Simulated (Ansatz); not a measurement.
Geometry optimisation, RKS r2SCANh/def2-SVP (Ansatz 0.2.0).

input.yaml

```yaml
crystal:
  periodic: [false, false, false]
  atoms:
    - { symbol: C, position_ang: [-0.88037, -0.42998, -0.67331] }
    - { symbol: "N", position_ang: [-0.49142, -0.90604, 0.41101] }
    - { symbol: Sb, position_ang: [1.0938, -0.00868, 1.43019] }
    - { symbol: H, position_ang: [-1.71152, -0.91188, -1.1841] }
    - { symbol: H, position_ang: [-0.45802, 0.44578, -1.17722] }
    - { symbol: H, position_ang: [0.46237, 1.56333, 1.20003] }
    - { symbol: H, position_ang: [1.98516, 0.24747, -0.0066] }
basis:
  gaussian: { orbitals: def2-SVP }
hamiltonian:
  xc: r2scanh
relax:
  f_tol: 0.02
  max_steps: 50
output:
  orbitals: {}
```

Run as:

```bash
$ ansatz run input.yaml --threads 2 --pin off --max-ram 3072MiB --backend cpu --events-out ev --progress --plain --runs-dir out
```

**Question.** Where does it end, and by what steps?

**Answer.** It converged. After 13 steps the energy has fallen by 0.138 eV; H5 moved furthest, 0.90 Å.

```
step  energy less start (eV)  largest force component (eV/Å)  accepted
   0                  0.0000                           1.046       yes
   1                  0.0025                           0.338        no
   2                 -0.0185                           0.557       yes
   3                 -0.0382                           0.371       yes
   4                 -0.0605                           0.344       yes
   5                 -0.0858                           0.331       yes
   6                 -0.0877                           0.973       yes
   7                 -0.1294                           0.355       yes
   8                 -0.1372                           0.058       yes
   9                 -0.1349                           0.249        no
  10                 -0.1376                           0.066       yes
  11                 -0.1377                           0.049       yes
  12                 -0.1378                           0.023       yes
  13                 -0.1379                           0.005       yes
```

```xyz
7
Properties=species:S:1:pos:R:3
C -0.887 -0.526 -0.774
N -0.713 -0.490 0.476
Sb 1.171 -0.053 1.275
H -1.885 -0.800 -1.168
H -0.125 -0.297 -1.549
H 0.629 1.456 1.878
H 1.810 0.711 -0.138
```

Time of the run: 37 s on 2 threads of Arm Neoverse V2, with other jobs on the host, peak memory 0.19 GiB.
